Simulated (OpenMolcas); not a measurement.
Ag4+ among 4 point charges of -2.5 e arranged as a tetrahedron (Td).

```
Program             : OpenMolcas
Method              : SS-CASPT2, IPEA 0.25 Eh, imaginary shift 0.1 Eh (closed shells correlated: 4s 4p)
Basis               : ANO-RCC-VTZP [7s6p4d2f1g]
Scalar Hamiltonian  : DKH2, point nucleus
Active space        : 7 electrons in 5 orbitals (4d)
State averaging     : 2S+1 = 4 even, 10 roots; 2S+1 = 2 even, 40 roots
Spin-orbit coupling : RASSI with atomic mean-field integrals over the reference wave functions
```

All point charges move together. At R = 1.75 Å the first state of the same spin is 3480 cm-1, and at R = 1.85 Å it is 2890 cm-1.

**Question.** A third run gives 2010 cm-1. What distance was it run at?

**Answer.** With a power law R^-n the two known points give n = -ln(2890 / 3480) / ln(1.85 / 1.75) = 3.34. Then R = 1.75 × (3480 / 2010)^(1/3.34) = 2.063 Å. The run was at 2.03 Å, so the estimate is off by +0.033 Å.

Roots that are degenerate in the reference are averaged as groups; the widest CASPT2 spread within a group is 250 cm-1 (the 3-fold group of multiplicity 4 near 2890 cm-1 above the lowest state of its run, R = 1.85). Shifts and gaps below about the spread of the groups concerned are not significant. Free-ion shares, where given, are those of the reference states; single-state CASPT2 does not remix them. Spin-orbit coupling mixes the spin-free states strongly: the lowest level takes only 68 % from its leading state, 4A2 (figures for R = 1.85; the like holds for R = 2.03). The ground term spreads over less than 5000 cm-1, several times less than with real ligands, so orbital moments are less quenched and χT lies further from the spin-only value than at real sites (holds for R = 2.03). This is an electrostatic model: the charges have no orbitals. No measured value stands beside these numbers.
